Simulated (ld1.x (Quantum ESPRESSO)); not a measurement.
**Cutoff test, V, TM**

| Property | Result |
| --- | --- |
| Element | V |
| Generator | ld1.x (Quantum ESPRESSO) 7.5 |
| Type | norm-conserving Troullier–Martins (Kleinman–Bylander form) |
| Functional | revPBE |
| Relativity | scalar-relativistic |
| Frozen core | [Ne] 3s2 |
| Valence charge | 11 |
| Reference configuration | 3p6 3d2 4s0 4p0 (charge +3) |
| Partial waves | 3p (bound): rc 1.00 bohr; 3d (bound): rc 1.80 bohr; 4s (bound, empty): rc 2.10 bohr |
| Local potential | the s channel |
| Core correction | Bessel-smoothed model core, default radius (core density twice the valence density) |

The pseudo-atom Hamiltonian at the reference potential is diagonalised in spherical Bessel functions j_l(qr) that vanish at 20 bohr, with q² up to the cutoff. All-electron valence levels (Ry): 3p -5.6791, 4p -1.6088, 3d -2.7097, 4s -2.0384.

**Question.** How do the lowest levels (Ry) of each channel move with the cutoff, and are there ghosts?

**Answer.**

```
cutoff (Ry)     p #1     p #2     d #1     s #1     f #1     f #2  Σ f·Δε (mRy)
          8  -3.0441  -1.2542  -1.1887  -2.0276  -0.6309  -0.3856       18851.8
         15  -4.7658  -1.4162  -1.2255  -2.0346  -0.6313  -0.3859        8448.5
         30  -5.6291  -1.4361  -1.9343  -2.0377  -0.6315  -0.3860        1851.1
         45  -5.6651  -1.4379  -2.5797  -2.0383  -0.6315  -0.3860         344.2
         70  -5.6713  -1.4382  -2.7083  -2.0383  -0.6315  -0.3860          49.6
        100  -5.6784  -1.4384  -2.7094  -2.0384  -0.6315  -0.3860           4.8
        160  -5.6790  -1.4384  -2.7096  -2.0384  -0.6315  -0.3860           1.1
        230  -5.6791  -1.4384  -2.7096  -2.0384  -0.6315  -0.3860           0.0
        400  -5.6791  -1.4384  -2.7096  -2.0384  -0.6315  -0.3860           0.0
```

Result: no extra level below or beside the all-electron valence levels (p, d, s, f tested); 10 mRy is reached at 100 Ry and 1 mRy at 180 Ry.

Its largest configuration-test error is -731 meV.
